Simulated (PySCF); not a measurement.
W(NMe)(S)(OH)2 (CH₅NO₂SW), SMILES C[N]=[W]([OH])([OH])=[S], multiplicity 1.

Coordinates come from a r2SCAN-D4/def2-SVP optimisation. The spin state was assumed, not searched. The def2 effective core potentials stand for the cores of W; spin–orbit coupling is left out. The values are those of a single conformer.

These are TDA-PBE/def2-SVPD (PySCF 2.14.0) values and carry that method's errors.

Vertical excitations. Isolated molecule, no solvent. State labels are in the subgroup Cs.

Computed lowest excited states:
| state | symmetry | energy (eV) | λ (nm) | f | main pairs |
|---|---|---|---|---|---|
| S1 | A" | 3.69 | 336 | 0.001 | HOMO→LUMO+1 93 % |
| S2 | A' | 3.86 | 321 | 0.009 | HOMO→LUMO 75 %, HOMO−1→LUMO+1 19 % |
| S3 | A" | 4.05 | 306 | 0.004 | HOMO−1→LUMO 91 % |
| S4 | A' | 4.37 | 283 | 0.009 | HOMO−1→LUMO+1 44 %, HOMO→LUMO+2 42 % |
| S5 | A" | 4.67 | 265 | 0.001 | HOMO→LUMO+3 96 % |
| S6 | A' | 4.69 | 264 | 0.040 | HOMO→LUMO+2 44 %, HOMO→LUMO+5 14 %, HOMO−1→LUMO+3 12 %, HOMO−1→LUMO+1 12 % |
| S7 | A" | 4.87 | 255 | 0.002 | HOMO−2→LUMO+1 47 %, HOMO−3→LUMO 30 %, HOMO−1→LUMO+2 22 % |
| S8 | A" | 4.93 | 252 | 0.007 | HOMO−1→LUMO+2 74 %, HOMO−2→LUMO+1 13 % |
| S9 | A' | 4.95 | 250 | 0.000 | HOMO−2→LUMO 56 %, HOMO−1→LUMO+3 38 % |
| S10 | A" | 5.01 | 248 | 0.000 | HOMO−3→LUMO 62 %, HOMO−2→LUMO+1 36 % |
| T1 | A' | 3.25 | 382 | 0 | HOMO→LUMO 93 % |
| T2 | A" | 3.42 | 363 | 0 | HOMO→LUMO+1 91 % |
| T3 | A' | 3.60 | 345 | 0 | HOMO−1→LUMO+1 92 % |
| T4 | A" | 3.77 | 329 | 0 | HOMO−1→LUMO 90 % |
Triplets are in the Tamm–Dancoff approximation.
